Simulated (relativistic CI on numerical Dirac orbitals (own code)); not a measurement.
## Line list: Electric-dipole lines, Nb²⁰⁺

These numbers are calculated, not measured: Dirac-Coulomb-Breit CI, separate exchange-only KLI orbitals for each configuration, a model potential for QED, unscaled Slater integrals (own radial code, finite nucleus).

Configuration list (outside the closed core [Ne]): 3s²3p⁶3d³, 3s²3p⁵3d⁴, 3s3p⁶3d⁴, 3s²3p⁶3d²4s, 3s²3p⁶3d²4p, 3s²3p⁶3d²4d, 3s²3p⁶3d²4f, 3s²3p⁵3d³4s, 3s²3p⁵3d³4p, 3s²3p⁶3d4s4p, 3s²3p⁶3d²5s, 3s3p⁶3d³4s, 3s²3p⁶3d²5p, 3s²3p⁶3d²5d, 3s²3p⁶3d4p4d, 3s3p⁶3d³4p, 3s²3p⁶3d²5f, 3p⁶3d⁴4p, 3s²3p⁶3d²5g, 3s3p⁶3d³4d, 3s²3p⁶3d²6s, 3s²3p⁶3d²6p, 3s²3p⁶3d²6f, 3p⁶3d⁵, 3p⁵3d⁶, 3s²3p⁶3d4s², 3s²3p⁶4s²4p, 3s²3p⁶4s²4d, 3s²3p⁶4s²4f, 3s²3p⁶3d4p², 3s²3p⁶4s4p², 3s²3p⁶4p³, 3s²3p⁶4p²4d, 3s²3p⁶4p²4f, 3s²3p⁶3d4s4d, 3s²3p⁶4s4p4d, 3s²3p⁶4s4d², 3s²3p⁶4s4d4f, 3p⁶3d⁴4s, 3p⁵3d⁵4s, 3s²3p⁶3d4d², 3s²3p⁶4p4d², 3s²3p⁶4d³, 3s²3p⁶4d²4f. Double excitations out of closed p, d and f shells are left out; levels of such configurations are missing from the list, as are those of other unlisted configurations, and high levels can miss mixing partners. These lack a partner that the ground configuration has and come out too high: 3s²3p⁵3d³4p.

| λ vac (Å) | Lower | Upper | A (s⁻¹) | log gf | S velocity/length |
| --- | --- | --- | --- | --- | --- |
| 66.911 | 3s²3p⁶3d³ ²H9/2 [8] | 3s²3p⁵3d⁴ ²F°7/2 [195] | 1.83e+11 | -0.01 | 0.63 |
| 66.962 | 3s²3p⁶3d³ ²G7/2 [7] | 3s²3p⁵3d⁴ ²F°5/2 [193] | 5.70e+11 | 0.36 | 0.63 |
| 67.491 | 3s²3p⁶3d³ ²H9/2 [8] | 3s²3p⁵3d⁴ ²G°7/2 [192] | 3.32e+11 | 0.26 | 0.62 |
| 67.571 | 3s²3p⁶3d³ ²F7/2 [16] | 3s²3p⁵3d⁴ ²D°5/2 [198] | 4.63e+11 | 0.28 | 0.61 |
| 68.178 | 3s²3p⁶3d³ ⁴F7/2 [3] | 3s²3p⁵3d⁴ ⁴D°5/2 [179] | 2.24e+11 | -0.03 | 0.62 |
| 68.588 | 3s²3p⁶3d³ ²H9/2 [13] | 3s²3p⁵3d⁴ ²F°7/2 [195] | 4.03e+11 | 0.36 | 0.61 |
| 68.732 | 3s²3p⁶3d³ ⁴F3/2 [1] | 3s²3p⁵3d⁴ ²P°1/2 [173] | 5.50e+11 | -0.11 | 0.62 |
| 68.981 | 3s²3p⁶3d³ ⁴F5/2 [2] | 3s²3p⁵3d⁴ ²D°3/2 [174] | 3.57e+11 | 0.01 | 0.61 |
| 69.110 | 3s²3p⁶3d³ ⁴F7/2 [3] | 3s²3p⁵3d⁴ ²D°5/2 [175] | 2.97e+11 | 0.11 | 0.61 |
| 69.121 | 3s²3p⁶3d³ ⁴F9/2 [4] | 3s²3p⁵3d⁴ ⁴D°7/2 [177] | 7.90e+11 | 0.66 | 0.61 |
| 69.124 | 3s²3p⁶3d³ ²H11/2 [12] | 3s²3p⁵3d⁴ ²G°9/2 [190] | 1.07e+12 | 0.89 | 0.61 |
| 69.198 | 3s²3p⁶3d³ ²H9/2 [13] | 3s²3p⁵3d⁴ ²G°7/2 [192] | 5.91e+11 | 0.53 | 0.61 |
| 69.251 | 3s²3p⁶3d³ ²D5/2 [14] | 3s²3p⁵3d⁴ ²P°3/2 [191] | 4.65e+11 | 0.13 | 0.62 |
| 69.647 | 3s²3p⁶3d³ ²H9/2 [8] | 3s²3p⁵3d⁴ ²F°7/2 [187] | 3.92e+11 | 0.36 | 0.60 |
| 70.205 | 3s²3p⁶3d³ ⁴F3/2 [1] | 3s²3p⁵3d⁴ ⁴D°1/2 [167] | 4.59e+11 | -0.17 | 0.61 |
| 70.438 | 3s²3p⁶3d³ ²F7/2 [16] | 3s²3p⁵3d⁴ ²D°5/2 [194] | 2.98e+11 | 0.12 | 0.61 |
| 70.705 | 3s²3p⁶3d³ ²D3/2 [19] | 3s²3p⁵3d⁴ ²D°3/2 [199] | 7.27e+11 | 0.34 | 0.61 |
| 70.717 | 3s²3p⁶3d³ ²F5/2 [17] | 3s²3p⁵3d⁴ ²F°5/2 [193] | 3.45e+11 | 0.19 | 0.61 |
| 70.758 | 3s²3p⁶3d³ ²D3/2 [10] | 3s²3p⁵3d⁴ ²P°1/2 [185] | 9.29e+11 | 0.14 | 0.61 |
| 70.914 | 3s²3p⁶3d³ ⁴P5/2 [9] | 3s²3p⁵3d⁴ ⁴D°5/2 [179] | 2.38e+11 | 0.03 | 0.61 |
| 71.456 | 3s²3p⁶3d³ ²D5/2 [18] | 3s²3p⁵3d⁴ ²D°5/2 [198] | 5.47e+11 | 0.40 | 0.60 |
| 71.480 | 3s²3p⁶3d³ ⁴F5/2 [2] | 3s²3p⁵3d⁴ ⁴D°3/2 [164] | 2.56e+11 | -0.11 | 0.60 |
| 71.657 | 3s²3p⁶3d³ ⁴F9/2 [4] | 3s²3p⁵3d⁴ ²G°9/2 [169] | 1.05e+11 | -0.09 | 0.63 |
| 72.092 | 3s²3p⁶3d³ ²H11/2 [12] | 3s²3p⁵3d⁴ ²H°11/2 [180] | 7.99e+11 | 0.87 | 0.61 |
| 72.687 | 3s²3p⁶3d³ ⁴F7/2 [3] | 3s²3p⁵3d⁴ ²D°5/2 [160] | 1.84e+11 | -0.06 | 0.60 |
| 72.863 | 3s²3p⁶3d³ ²H9/2 [13] | 3s²3p⁵3d⁴ ²H°9/2 [178] | 5.50e+11 | 0.64 | 0.61 |
| 73.260 | 3s²3p⁶3d³ ²G7/2 [7] | 3s²3p⁵3d⁴ ²F°5/2 [171] | 2.37e+11 | 0.06 | 0.59 |
| 73.786 | 3s²3p⁶3d³ ²F7/2 [16] | 3s²3p⁵3d⁴ ²F°7/2 [186] | 2.21e+11 | 0.16 | 0.60 |
| 74.219 | 3s²3p⁶3d³ ²H9/2 [8] | 3s²3p⁵3d⁴ ²G°9/2 [168] | 6.26e+11 | 0.71 | 0.61 |
| 74.402 | 3s²3p⁶3d³ ⁴P3/2 [5] | 3s²3p⁵3d⁴ ²D°5/2 [160] | 1.47e+11 | -0.14 | 0.60 |
| 74.603 | 3s²3p⁶3d³ ²D5/2 [18] | 3s²3p⁵3d⁴ ²F°7/2 [195] | 2.12e+11 | 0.15 | 0.60 |
| 74.786 | 3s²3p⁶3d³ ²G7/2 [7] | 3s²3p⁵3d⁴ ²G°7/2 [165] | 2.74e+11 | 0.27 | 0.60 |
| 75.179 | 3s²3p⁶3d³ ⁴F9/2 [4] | 3s²3p⁵3d⁴ ⁴F°9/2 [153] | 3.03e+11 | 0.41 | 0.60 |
| 75.613 | 3s²3p⁶3d³ ⁴F7/2 [3] | 3s²3p⁵3d⁴ ⁴F°7/2 [148] | 1.48e+11 | 0.01 | 0.60 |
| 75.703 | 3s²3p⁶3d³ ²G7/2 [7] | 3s²3p⁵3d⁴ ²F°7/2 [159] | 1.65e+11 | 0.06 | 0.60 |
| 77.063 | 3s²3p⁶3d³ ⁴F7/2 [3] | 3s²3p⁵3d⁴ ²G°7/2 [143] | 9.28e+10 | -0.18 | 0.60 |
| 77.262 | 3s²3p⁶3d³ ²H9/2 [13] | 3s²3p⁵3d⁴ ²H°11/2 [163] | 1.54e+11 | 0.22 | 0.62 |
| 77.627 | 3s²3p⁶3d³ ⁴F5/2 [2] | 3s²3p⁵3d⁴ ⁴D°5/2 [135] | 9.98e+10 | -0.27 | 0.60 |
| 78.058 | 3s²3p⁶3d³ ⁴F3/2 [1] | 3s²3p⁵3d⁴ ⁴F°3/2 [125] | 1.47e+11 | -0.27 | 0.60 |
| 79.354 | 3s²3p⁶3d³ ⁴F3/2 [1] | 3s²3p⁵3d⁴ ⁴D°3/2 [117] | 1.66e+11 | -0.20 | 0.59 |
| 80.091 | 3s²3p⁶3d³ ⁴F9/2 [4] | 3s²3p⁵3d⁴ ⁴G°11/2 [128] | 1.07e+11 | 0.09 | 0.61 |
| 82.567 | 3s²3p⁶3d³ ⁴F5/2 [2] | 3s²3p⁵3d⁴ ⁴G°7/2 [104] | 7.34e+10 | -0.22 | 0.61 |
| 83.376 | 3s²3p⁶3d³ ⁴F7/2 [3] | 3s²3p⁵3d⁴ ⁴G°9/2 [105] | 1.15e+11 | 0.08 | 0.60 |
| 86.140 | 3s²3p⁶3d³ ⁴F9/2 [4] | 3s²3p⁵3d⁴ ⁴G°11/2 [99] | 8.45e+10 | 0.05 | 0.59 |
| 112.17 | 3s²3p⁵3d⁴ ⁶F°11/2 [25] | 3s3p⁶3d⁴ ⁶D9/2 [204] | 9.50e+10 | 0.25 | 0.78 |

Terms are leading LS components. Brackets give the number of a level in order of energy, since labels repeat. The list gives strong lines, with weight on those to low levels, among the lowest 400 of 3776 levels, so that lines to higher ones, which can be the strongest, are missing. Levels whose partners in the same complex of configurations lie outside the list can be far off, and so can their lines. Rates are taken at the computed energies, electric ones in the length gauge. A velocity-to-length ratio far from 1 marks an uncertain rate.

At this charge energies of transitions that change n are usually good to better than 1 %, and those within a shell (Δn = 0) to a few per cent. Terms inside the open d or f shell come out 10 to 20 % too wide with unscaled integrals.

LS names give the leading component of a level, which can be under half, so a name can repeat, a term be missing and a line seem to break the LS rules.
